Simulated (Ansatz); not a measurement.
`N#C[Si](F)(F)Cl` + HCl → `N#C[Si](F)(Cl)Cl` + H–F at 298.15 K and 1 bar (ligand exchange at the Si–F bond).

Computed with Ansatz on PBE0-D4/def2-TZVP structures; ΔE is electronic, products minus reactants. CCSD(T)/CBS is the MP2 limit (def2-TZVPP, def2-QZVPP) plus CCSD(T) − MP2 in def2-TZVPP, frozen cores. This one scheme is used for every species.

| species | CCSD(T)/CBS energy (Eh) | H − E (kJ/mol) | S (J/(mol·K)) |
| --- | --- | --- | --- |
| `N#C[Si](F)(F)Cl` | -1041.37860 | 64.0 | 344.4 |
| HCl | -460.38127 | 26.6 | 186.8 |
| `N#C[Si](F)(Cl)Cl` | -1401.34551 | 61.6 | 356.3 |
| H–F | -100.39570 | 33.5 | 173.6 |

H − E and S are ideal-gas, rigid-rotor, harmonic terms from PBE0-D4/def2-TZVP. 1 Eh = 2625.50 kJ/mol, R = 8.31446 J/(mol·K).

**Question.** By hand: ΔE, ΔH, ΔS and ΔG.

**Answer.** ΔE = (-1401.34551) + (-100.39570) − (-1041.37860) − (-460.38127) = 0.01866 Eh = 49.0 kJ/mol. Δ(H − E) = 61.6 + 33.5 − 64.0 − 26.6 = 4.5, so ΔH = 53.5 kJ/mol. ΔS = 356.3 + 173.6 − 344.4 − 186.8 = -1.3 J/(mol·K). ΔG = 53.5 − 298.15 × (-1.3)/1000 = 53.9 kJ/mol.

**Question.** By hand: the equilibrium constant, and the temperature at which ΔG would vanish if ΔH and ΔS stayed fixed.

**Answer.** log₁₀ K = −ΔG/(RT ln 10) = -9.4. ΔH and −TΔS have one sign here, so there is no such temperature.

The number of gas molecules stays the same, so ΔS is small and ΔH decides. A doubt of 5 kJ/mol in ΔE shifts log₁₀ K by 0.9 here. These are equilibria of isolated gas molecules and say nothing of rates. Largest T1 diagnostic: 0.012 (customary marks: 0.02 for closed shells, 0.045 for open ones).

ΔS is within the doubt of such terms, so its sign, and with it that verdict, could turn.
